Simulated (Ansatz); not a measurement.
C2H6AlNOSi, SMILES `OC1=NC[SiH]1[AlH2]` at its PBE0-D4/def2-TZVP geometry, where that method's forces vanish. Total charge 0; spin multiplicity 1.

```xyz
12

O     1.2524   -2.2383   -0.1388
C     0.3566   -1.3204    0.2119
N    -0.1168   -1.1900    1.3943
C    -1.0648   -0.0550    1.2617
Si   -0.5610    0.1279   -0.5717
Al    0.7710    2.0343   -1.3781
H     1.4458   -2.7683    0.6504
H    -2.0922   -0.3697    1.4568
H    -0.8178    0.7568    1.9488
H    -1.5947   -0.2777   -1.5747
H     1.9304    1.8043   -2.4374
H     0.4912    3.4961   -0.8233
```

What forces (eV/Å) does r2SCAN-D4/def2-TZVPP give on these atoms in Ansatz? (Best estimate.)

Computed: 
```
O1   0.199 -0.177 -0.147
C2  -0.032  0.114 -0.290
N3   0.014 -0.162  0.423
C4  -0.208  0.206  0.042
Si5  0.025  0.069 -0.101
Al6 -0.015  0.019 -0.036
H7   0.013 -0.038  0.065
H8   0.006  0.000  0.014
H9  -0.006 -0.013  0.010
H10 -0.004 -0.003  0.001
H11 -0.009  0.008  0.025
H12  0.016 -0.023 -0.006
```
